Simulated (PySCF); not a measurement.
SMILES CC(=O)[SiH2]C#N (C3H5NOSi) (GFN2-xTB optimised geometry):

```
11

C      0.850     1.530    -0.513
C      1.762     0.358    -0.745
O      2.802     0.448    -1.353
Si     1.252    -1.352     0.000
C     -0.616    -1.352     0.000
N     -1.762    -1.335    -0.010
H      0.678     1.648     0.555
H      1.272     2.443    -0.927
H     -0.114     1.323    -0.977
H      1.675    -1.414     1.399
H      1.729    -2.443    -0.841
```

Method: PySCF 2.14.0 with CAM-B3LYP/def2-TZVP.

Q: What are the frontier orbital energies and the dipole moment?

A: HOMO-2 -11.79 eV, HOMO-1 -11.50 eV, HOMO -8.85 eV, LUMO -0.58 eV, LUMO+1 0.25 eV; dipole moment 1.80 D.

On the same geometry PBE/def2-TZVP (PySCF) gives HOMO-2 -8.69 eV, HOMO-1 -8.67 eV, HOMO -6.02 eV, LUMO -2.92 eV, LUMO+1 -1.74 eV; dipole moment 1.87 D.

Meta-Löwdin charges at CAM-B3LYP/def2-TZVP: C1 -0.38, C2 0.20, O3 -0.39, Si4 0.61, C5 -0.16, N6 -0.17, H7 0.14, H8 0.14, H9 0.15, H10 -0.07, H11 -0.06.
